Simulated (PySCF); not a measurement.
Species: 2-(2-thienyl)pyridine, C₉H₇NS.
SMILES with atom numbers: `[cH:1]1[cH:2][cH:3][c:4](-[c:5]2[cH:6][cH:7][cH:8][s:9]2)[n:10][cH:11]1` (hydrogens: H12 on C1; H13 on C2; H14 on C3; H15 on C6; H16 on C7; H17 on C8; H18 on C11)

Computed geometry: GFN2-xTB, gas phase.

Give the optimised bond lengths and angles.

```json
{"bond": "C1–C2", "length (Å)": "1.387", "order": "aromatic"}
{"bond": "C2–C3", "length (Å)": "1.381", "order": "aromatic"}
{"bond": "C3–C4", "length (Å)": "1.399", "order": "aromatic"}
{"bond": "C4–C5", "length (Å)": "1.446", "order": "single"}
{"bond": "C5–C6", "length (Å)": "1.369", "order": "aromatic"}
{"bond": "C6–C7", "length (Å)": "1.407", "order": "aromatic"}
{"bond": "C7–C8", "length (Å)": "1.359", "order": "aromatic"}
{"bond": "C8–S9", "length (Å)": "1.716", "order": "aromatic"}
{"bond": "C4–N10", "length (Å)": "1.335", "order": "aromatic"}
{"bond": "N10–C11", "length (Å)": "1.317", "order": "aromatic"}
{"bond": "C1–C11", "length (Å)": "1.387", "order": "aromatic"}
{"bond": "C5–S9", "length (Å)": "1.738", "order": "aromatic"}
{"bond": "C1–H12", "length (Å)": "1.079", "order": "single"}
{"bond": "C2–H13", "length (Å)": "1.081", "order": "single"}
{"bond": "C3–H14", "length (Å)": "1.080", "order": "single"}
{"bond": "C6–H15", "length (Å)": "1.074", "order": "single"}
{"bond": "C7–H16", "length (Å)": "1.075", "order": "single"}
{"bond": "C8–H17", "length (Å)": "1.072", "order": "single"}
{"bond": "C11–H18", "length (Å)": "1.083", "order": "single"}
```

Orders are formal, as drawn. A selection of angles:
```json
{"angle": "C2–C1–C11", "degrees": "117.9"}
{"angle": "C1–C2–C3", "degrees": "118.9"}
{"angle": "C2–C3–C4", "degrees": "118.8"}
{"angle": "C3–C4–C5", "degrees": "122.1"}
{"angle": "C3–C4–N10", "degrees": "122.0"}
{"angle": "C5–C4–N10", "degrees": "115.9"}
{"angle": "C4–C5–C6", "degrees": "126.9"}
{"angle": "C4–C5–S9", "degrees": "122.3"}
{"angle": "C6–C5–S9", "degrees": "110.8"}
{"angle": "C5–C6–C7", "degrees": "113.1"}
{"angle": "C6–C7–C8", "degrees": "112.6"}
{"angle": "C7–C8–S9", "degrees": "112.3"}
{"angle": "C5–S9–C8", "degrees": "91.2"}
{"angle": "C4–N10–C11", "degrees": "118.6"}
{"angle": "C1–C11–N10", "degrees": "123.8"}
```

Dihedral angles: C3–C4–C5–C6 180° (antiperiplanar).

The 6-membered ring C1–C2–C3–C4–N10–C11 has internal angles of 117.9° to 123.8° (sum 720°, against 720° for a flat polygon); it is planar, 0.00 Å rms from its mean plane, widest ring torsion 0°. The 8 C–C bonds span 1.359 Å (C7–C8, aromatic) to 1.446 Å (C4–C5, drawn single), a spread of 0.087 Å. N10 (pyridine-type nitrogen) is bent (angle 118.6°). The 11 heavy atoms lie in one plane (0.001 Å rms). Of the pairs four or more bonds apart, S9···H14 is among the closest relative to their van der Waals radii: 2.70 Å, 90 % of the sum of Bondi's values. The 5-membered ring C5–C6–C7–C8–S9 has internal angles of 91.2° to 113.1°; it is planar, 0.00 Å rms from its mean plane, widest ring torsion 0°. The C–S distances run from 1.716 Å (C8–S9, aromatic) to 1.738 Å (C5–S9, aromatic), a spread of 0.022 Å.

Point group: Cs (tolerance 0.08 Å). No GFN2-xTB frequencies stand behind this structure, so it isn't proved a minimum. The numbers are those of one conformer.
